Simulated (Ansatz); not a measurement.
System: GeSiH₅, charge 0, doublet. GeSiH5 (SMILES [SiH2][GeH3], doublet).
B3LYP-D3(BJ)/def2-TZVP minimum from Ansatz (a quantum-chemistry and plane-wave program):
```
Ge
H 1 1.5387
H 1 1.5387 2 108.58
H 1 1.5434 2 108.24 3 -117.29
Si 1 2.3835 2 109.77 4 -122.70
H 5 1.4861 1 112.92 2 58.06
H 5 1.4861 6 109.27 1 -126.57
```
Charge 0, spin multiplicity 2.

Quantity: atomisation energy (electronic, to ground-state atoms), in kJ/mol. Open shells are spin-unrestricted; no spin-orbit coupling. Correlated methods leave the cores frozen (noble-gas shells, and filled d and f shells in the p block). No relativity. CBS(X,Y): correlation extrapolated as X^-3, Hartree-Fock from the larger set. A bracket is a step between two methods taken in the basis named. Double hybrids freeze cores in their MP2 part. Where a partner has so few electrons that a lower coupled-cluster level is exact, that level stands in.

CCSD(T)/CBS(def2-TZVPP,def2-QZVPP) + [CCSDT(Q) - CCSD(T)]/def2-SVP (Ansatz) gives 1741.8 kJ/mol.

Problem. What does PBE/def2-TZVPD (Ansatz) give here, and how do the other levels compare?

Solution. PBE gives 1707.9 kJ/mol, 33.9 kJ/mol below it. Differences of the others: B3LYP/def2-TZVPD (Ansatz) -17.3; PBE0/def2-TZVPD (Ansatz) -28.1; B2PLYP/def2-TZVPD (Ansatz) -40.3; CCSD(T)/CBS(def2-TZVPP,def2-QZVPP) (Ansatz) -1.7 kJ/mol.
